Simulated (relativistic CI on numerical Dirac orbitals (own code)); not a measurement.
Sensitivity of the levels of Re XXV to α and to the nuclear radius

Computed by Dirac-Coulomb-Breit CI, separate exchange-only KLI orbitals for each configuration, derivatives by finite differences, unscaled Slater integrals, QED left out (own radial code, finite nucleus).

Configuration list (outside the closed core [Ar] 3d10 4p6 4d10): 4s2.4f5, 4s2.4f4.5s, 4s2.4f3.5s2, 4s.4f4.5s2. Levels of other configurations are missing.

With x = (α/α₀)² − 1 an excitation energy changes as ω = ω₀ + qx; K = 2q/ω₀ is the relative enhancement. Terms are leading LS components, so labels can repeat. The field-shift factor is F = δν/δ⟨r²⟩ for the transition from the lowest level.

Lowest level 4s2.4f5 6H°_5/2.

| Level | ω₀ (cm⁻¹) | q (cm⁻¹) | F (GHz/fm²) |
| --- | --- | --- | --- |
| 4s2.4f5 6H°_7/2 | 10564.2 | 16160 | 0.705 |
| 4s2.4f5 6H°_9/2 | 20294.0 | 27250 | 1.22 |
| 4s2.4f5 6F°_3/2 | 26096.1 | 14620 | 0.799 |
| 4s2.4f5 6F°_5/2 | 26131.7 | 9506 | 0.612 |
| 4s2.4f5 6F°_1/2 | 27050.4 | 19070 | 0.973 |
| 4s2.4f5 6H°_11/2 | 28769.2 | 33620 | 1.54 |
| 4s2.4f5 6F°_7/2 | 35382.0 | 24510 | 1.26 |
| 4s2.4f5 6H°_13/2 | 35970.9 | 36110 | 1.72 |
| 4s2.4f5 6H°_15/2 | 40821.9 | 29250 | 1.52 |
| 4s2.4f5 6F°_9/2 | 44900.8 | 34150 | 1.72 |
| 4s2.4f5 6F°_5/2 | 51555.7 | 22940 | 1.37 |
| 4s2.4f5 6F°_11/2 | 53911.4 | 40670 | 2.05 |
| 4s2.4f5 4M°_15/2 | 54234.4 | 19620 | 1.29 |
| 4s2.4f5 4F°_3/2 | 58272.9 | 26760 | 1.57 |
| 4s2.4f5 4L°_13/2 | 62936.8 | 20220 | 1.39 |
| 4s2.4f5 4I°_9/2 | 62995.6 | 20950 | 1.41 |
| 4s2.4f5 4K°_11/2 | 63442.3 | 21340 | 1.43 |
| 4s2.4f5 4G°_7/2 | 66501.0 | 33060 | 1.89 |
| 4s2.4f5 4M°_17/2 | 68620.8 | 28240 | 1.75 |
| 4s2.4f5 4P°_5/2 | 69108.8 | 17870 | 1.35 |
| 4s2.4f5 2P°_1/2 | 75983.8 | 18530 | 1.44 |
| 4s2.4f5 4K°_15/2 | 77363.3 | 37920 | 2.19 |
| 4s2.4f5 4M°_19/2 | 78344.4 | 35150 | 2.12 |

At this charge energies of transitions that change n are usually good to better than 1 %, and those within a shell (Δn = 0) to a few per cent. Terms inside the open d or f shell come out 10 to 20 % too wide with unscaled integrals.

Which transition from the lowest level has the largest |K|?

4s2.4f5 6H°_7/2 at 10564.2 cm⁻¹, K = 3.06.
